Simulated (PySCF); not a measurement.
**Polarisability and C₆ of Co²⁺ (cobalt, charge +2)**

[Ar] 3d7, high-spin 4F determinant. Calculation: PySCF 2.14, in ANO-RCC-VTZP (6s5p3d2f1g, 59 functions); scalar relativity by spin-free X2C-1e. Coupled (time-dependent) response in atomic units; α is the mean over directions. The basis has no added diffuse functions, which lowers α and C₆.

```json
{"method": "wB97X", "mean α (bohr³)": "3.474", "C₆ (like pair)": "9.948", "S(−4)": "7.146"}
```

S(−4) is the Cauchy moment in α(ω) = α(0) + S(−4) ω² + …

α(iu) at wB97X:

| u (hartree) | α(iu) (bohr³) |
| --- | --- |
| 0 | 3.474 |
| 0.0500 | 3.456 |
| 0.100 | 3.405 |
| 0.200 | 3.224 |
| 0.300 | 2.987 |
| 0.500 | 2.516 |
| 0.750 | 2.072 |
| 1.00 | 1.764 |
| 1.50 | 1.351 |
| 2.00 | 1.067 |
| 3.00 | 0.6936 |
| 5.00 | 0.3422 |

A single London oscillator, α(iu) = α/(1 + u²/ω²), gives C₆ = (3/4) ω α². Matching the computed C₆ needs ω = 4 × 9.948 / (3 × 3.474²) = 1.10 hartree.

For an ion, C₆ is the dispersion term alone; charge-induced terms of lower order in 1/R come first.
